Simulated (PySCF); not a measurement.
Telling isomers of C₃H₅B apart by NMR

Non-relativistic, one computed conformer, fast rotation and ring inversion assumed for equivalent nuclei, gas phase. PBE0-D3(BJ)/def2-SVP geometry; PBE0/pcSseg-1 with gauge-including orbitals; J: B3LYP/pcJ-1; PySCF.

Referencing at the same level of theory: ¹H (31.27 ppm) and ¹³C (184.41 ppm) vs TMS. Multiplet labels drop J under 1 Hz and among equivalent protons, and merge close values. Unscaled 3J(H,H) run several per cent high. Vicinal couplings that depend on rotamer populations or ring flexing (ring, CH–CH, X–H and H–F types) are those of the one conformer. Couplings to H on boron are left out. Carbons bonded to boron are broad in practice. Shifts are as computed. Against solution values, carbons near 30 ppm lie about +2 ppm off and those near 130 ppm about +5 ppm. Of 1211 compounds with measured shifts, 218 miss one by over three times the rms of a fit or turn the order of signals round; such compounds aren't used in these exercises.

(1) Tabulate the signals of `BC#CC`, `BC1C=C1`, `BCC#C` and their relative energies.

(2) What is the quickest way to tell BC#CC from BC1C=C1?

(3) What is the quickest way to tell BC#CC from BCC#C?

(4) What is the quickest way to tell BC1C=C1 from BCC#C?

Answers

(1) 
```json
{"SMILES": "BC#CC", "carbon types": "2×C 1×CH3", "δC": "160.0, 100.4, 8.5", "δH": "6.67 (br, 2H), 2.42 (t, 3H)", "E rel. (kcal/mol)": "0.0"}
{"SMILES": "BC1C=C1", "carbon types": "3×CH", "δC": "117.5, 25.0", "δH": "7.27 (d, 2H), 7.21 (br, 2H), 1.97 (tt, 1H)", "E rel. (kcal/mol)": "30.1"}
{"SMILES": "BCC#C", "carbon types": "1×C 1×CH 1×CH2", "δC": "86.3, 72.7, 23.6", "δH": "7.69 (br, 2H), 2.62 (dt, 2H), 1.86 (t, 1H)", "E rel. (kcal/mol)": "15.8"}
```

Energies are electronic energies at PBE0/pcSseg-1 on these geometries, without zero-point or thermal terms, each for the one conformer computed, which needn't be the lowest.

(2) Count the carbon signals: 3 against 2. The first has an alkyne carbon (C) at 160.0 ppm, the second an alkene CH at 117.5 ppm. In the proton spectra the most deshielded non-exchanging signals are 6.67 (br, 2H) and 7.27 (d, J = 1.7 Hz, 2H).

(3) Both give the same number of carbon signals, but DEPT or the intensities differ. The first has an alkyne carbon (C) at 160.0 ppm, the second a terminal alkyne carbon (CH) at 72.7 ppm. Their most deshielded carbons lie at 160.0 and 86.3 ppm. In the proton spectra the most deshielded non-exchanging signals are 6.67 (br, 2H) and 7.69 (br, 2H).

(4) Count the carbon signals: 2 against 3. The first has a three-membered-ring carbon (CH) at 25.0 ppm, the second an alkyne carbon (C) at 86.3 ppm. Their most deshielded carbons lie at 117.5 and 86.3 ppm. In the proton spectra the most deshielded non-exchanging signals are 7.27 (d, J = 1.7 Hz, 2H) and 7.69 (br, 2H).
